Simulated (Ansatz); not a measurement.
The same path of CH5BO + ClH (10 atoms, charge 0, multiplicity 1) was run twice with different band settings. Lost on the way: Cl9–H10. Made: B1–Cl9, O2–H10.

These are results of Ansatz 0.2.0, RKS PBE-D4/6-31G*, not measurements.

Relaxed end points:

```xyz
10
Properties=species:S:1:pos:R:3
B -0.418 0.310 -0.269
O -0.424 0.583 1.082
H -1.163 0.149 1.556
H 0.483 0.841 -0.869
C -1.491 -0.607 -0.958
H -2.259 -1.027 -0.283
H -2.008 -0.043 -1.757
H -0.990 -1.448 -1.473
Cl 1.388 2.462 2.793
H 0.647 1.667 2.042
```

```xyz
10
Properties=species:S:1:pos:R:3
B -0.021 0.397 0.057
O -0.475 0.152 1.687
H -1.317 0.657 1.787
H 1.051 -0.161 0.027
C -1.235 -0.167 -0.797
H -1.392 -1.248 -0.629
H -2.193 0.357 -0.611
H -1.015 -0.036 -1.871
Cl 0.177 2.262 0.012
H 0.185 0.672 2.201
```

Common settings: movable images 5; climbing image yes; spring 5.0 eV/Å²; optimiser quadratic models (default); start path through a guess of the saddle point; force threshold 0.05 eV/Å; end points relaxed.

| run | iteration limit |
| --- | --- |
| 1 | 60 |
| 2 | 3 |

What does each run give, and how far can it be trusted?

Run 1: converged after 23 iterations, highest image 0.762 eV above the first end. The profile has 2 maxima (images 3, 5) with wells between them (image 4): this band takes more than one step, which may be the mechanism or a detour left from its start path. A vibrational analysis at the climbing image gives one clearly imaginary mode, 884i cm⁻¹: a first-order saddle point.
Run 2: not converged after 3 iterations, highest image 1.132 eV above the first end. The band didn't meet its force threshold, so its energies are provisional: the largest band force was still 4.73 eV/Å, and over the last iterations the top moved between 1.13 and 7.92 eV.
The orbitals stay closed-shell, which can raise the energy where a bond breaks towards radicals; this wasn't checked here.
